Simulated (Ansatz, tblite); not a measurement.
Forces on the cluster Nb₂O₂⁻ at its r2SCAN-D4/def2-TZVPD geometry. Charge -1, multiplicity 2.

In the def2 sets Nb takes a core potential; there is no spin–orbit coupling. The xTB rows come from tblite. The structure holds 1 bond(s) between oxygen atoms. At PBE-D4/def2-TZVPD the charge -1 doublet is spin-contaminated (final ⟨S²⟩ up to 1.44, 0.75 for a pure state). At PBE-D4/def2-TZVPD the highest occupied level of the charge -1 doublet lies above zero (up to 0.61 eV). It is a level of β spin, whose loss leaves a triplet; that state wasn't run at this geometry and level. The electron is either unbound and held by the finite basis, or the level is raised by self-interaction error. No other spin state of charge -1 was run. The geometry of the doublet was relaxed on an unsound state (⟨S²⟩ 1.79, where a pure state has 0.75). Another isomer (quartet) lies 4.94 eV lower at PBE0-D4/def2-TZVPD; other spin states weren't run for this one.

GFN1-xTB (tblite), largest force 34.35 eV/Å:

```xyz
4
positions Å, forces eV/Å
Nb   -1.131    1.590   -1.410  -22.221   18.200  -17.025
Nb    0.324    0.430   -0.321   21.620  -19.607   18.119
O    -0.326   -1.020    0.803    3.733    0.952   -0.420
O     1.133   -1.000    0.927   -3.132    0.456   -0.674
```

GFN2-xTB (tblite), largest force 22.18 eV/Å:

```
Nb -14.637 12.020 -11.240
Nb 14.434 -12.327 11.473
O 2.589 0.064 0.197
O -2.386 0.243 -0.429
```

PBE-D4/def2-TZVPD (Ansatz), largest force 0.68 eV/Å:

```
Nb 0.040 -0.121 0.103
Nb -0.056 0.524 -0.434
O -0.163 -0.122 0.085
O 0.178 -0.281 0.247
```
